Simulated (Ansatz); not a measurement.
`C[SiH2]N[PH][AlH2]`, relaxed with RKS PBE-D4/def2-SVP in the Gaussian-basis code of Ansatz from a rough embedded geometry. The force threshold is 0.03 eV/Å; the program also tests the step.

Total charge 0; spin multiplicity 1.

Start:

```xyz
14

C    -1.662    0.556    1.636
Si   -1.468   -0.512    0.123
N    -0.044    0.044   -0.760
P     1.448   -0.344    0.116
Al    2.934    0.193   -1.511
H    -2.636    0.168    2.183
H    -1.819    1.590    1.350
H    -0.825    0.397    2.285
H    -2.690   -0.352   -0.750
H    -1.309   -1.905    0.482
H    -0.114    1.120   -0.819
H     1.403   -1.743   -0.185
H     2.630   -0.354   -2.968
H     4.151    1.141   -1.183
```

| step | energy (eV) | largest force (eV/Å) | largest move (Å) |
| --- | --- | --- | --- |
| 1 | -26411.6276 | 2.613 | 0.000 |
| 2 | -26411.9965 | 0.970 | 0.191 |
| 3 | -26412.0622 | 0.205 | 0.156 |
| 4 | -26412.0813 | 0.255 | 0.055 |
| 5 | -26412.1180 | 0.582 | 0.198 |
| 6 | -26412.1465 | 0.643 | 0.196 |
| 7 | -26412.1828 | 0.478 | 0.191 |
| 8 | -26412.2432 | 0.392 | 0.200 |
| 9 | -26412.2800 | 0.606 | 0.191 |
| 10 | -26412.2816 | 1.114 | 0.198 |
| 11 | -26412.3361 | 0.967 | 0.200 |
| 13 | -26412.3694 | 0.108 | 0.057 |
| 15 | -26412.3862 | 0.380 | 0.195 |
| 17 | -26412.4017 | 0.370 | 0.119 |
| 19 | -26412.4179 | 0.228 | 0.129 |
| 21 (rejected) | -26412.4194 | 0.392 | 0.200 |
| 23 | -26412.4327 | 0.045 | 0.096 |
| 25 (rejected) | -26412.4346 | 0.195 | 0.195 |
| 27 | -26412.4395 | 0.056 | 0.099 |
| 29 | -26412.4417 | 0.067 | 0.033 |
| 31 | -26412.4439 | 0.072 | 0.087 |
| 33 | -26412.4452 | 0.069 | 0.051 |
| 35 | -26412.4456 | 0.044 | 0.033 |
| 37 | -26412.4459 | 0.031 | 0.015 |
| 38 | -26412.4459 | 0.016 | 0.002 |

End:

```xyz
14

C    -1.598    0.761    1.523
Si   -1.611   -0.614    0.238
N    -0.133   -0.596   -0.722
P     1.441   -0.678    0.010
Al    2.840    0.671   -1.276
H    -2.514    0.726    2.147
H    -1.536    1.756    1.038
H    -0.722    0.647    2.195
H    -2.727   -0.434   -0.759
H    -1.815   -1.935    0.943
H    -0.221   -0.678   -1.738
H     1.963   -1.981   -0.352
H     2.209    1.876   -2.125
H     4.423    0.478   -1.121
```

It took 69 s on 4 threads of an Arm Neoverse V1 on a shared host, with 0.2 GiB of host memory at the peak.
